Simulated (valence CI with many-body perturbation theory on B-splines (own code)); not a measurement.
The numbers below are computed, except where a source is named.
## Se13+ in three bases

Level of theory: configuration interaction combined with many-body perturbation theory (CI+MBPT): three valence electrons over a frozen Dirac-Fock core [Ar], radial functions for each j: 7 s, 7 p, 8 d, 6 f, 4 g, 1 h, with the one-electron correlation potential Σ1, the two-electron term Σ2, the three-electron term Σ3, Breit, model QED; selected CI, second order for the rest, scaled by the run's own slope (own B-spline code, finite nucleus).

No measured spectrum was set against this ion. As an estimate, terms of the open shell hold to 2 to 4 % of their energy, and close levels can change places. Only levels of the ground parity were solved; by the run's estimate the other parity begins above the list, which can be wrong where configurations are misplaced.

The reference run has the lowest level 3d3 4F_3/2 and an ionisation energy of 427.212 eV. Its largest variational space holds 4680 state functions.

Names give the largest LS component (configuration and term), which can be under half, so a name can repeat, a term be missing and a line seem to break the LS rules; names also repeat where a configuration has a term twice. Letters in brackets count levels of one name in rising energy.

Changed runs:
A. basis 6 s, 6 p, 5 d, 5 f, 1 g
B. basis 5 s, 5 p, 4 d, 4 f

Excitation energies of the reference run in cm⁻¹, and shifts in cm⁻¹:

```
                 Level  Reference       A       B
            3d3 4F_5/2       3966    -9.2     -14
            3d3 4F_7/2       8638     -11     -14
            3d3 4F_9/2      13589    -2.9    +1.8
            3d3 4P_3/2      38275    +245    +490
            3d3 4P_1/2      38726    +195    +403
            3d3 2G_7/2      43437    +347    +705
            3d3 4P_5/2      45039    +170    +353
            3d3 2G_9/2      46217    +344    +732
        3d3 2D_3/2 [a]      53943    +444    +808
            3d3 2P_1/2      56846    +516   +1036
            3d3 2H_9/2      61428    +362    +850
           3d3 2H_11/2      61940    +372    +900
Ionisation energy (eV)    427.212  -0.047  -0.058
```
